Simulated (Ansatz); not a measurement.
The same hydrolysis along the group Mg, Zn, Cd.

Gas-phase electronic energies from Ansatz, PBE0-D4/def2-TZVP geometries. CCSD(T)/CBS is the MP2 limit (def2-TZVPP, def2-QZVPP) plus CCSD(T) − MP2 in def2-TZVPP, frozen cores. This one scheme is used for every species. def2 core potentials past Kr. For Cd, Mg, Zn outer-core shells are correlated without core-valence functions, which leaves a few kJ/mol of doubt a bond. Scalar relativity is left out up to krypton. One conformer a species, not always the lowest.

```
                                     reaction  HF/CBS(def2) (kcal/mol)  CCSD(T)/CBS(def2) (kcal/mol)
`C[S][Mg][SH]` + H₂O → `[OH][Mg][SH]` + CH₃SH                     -2.4                          -0.8
`C[S][Zn][SH]` + H₂O → `[OH][Zn][SH]` + CH₃SH                     10.1                          11.5
`C[S][Cd][SH]` + H₂O → `[OH][Cd][SH]` + CH₃SH                     17.4                          18.2
```

Largest T1 diagnostic: 0.016, for `[OH][Zn][SH]`.
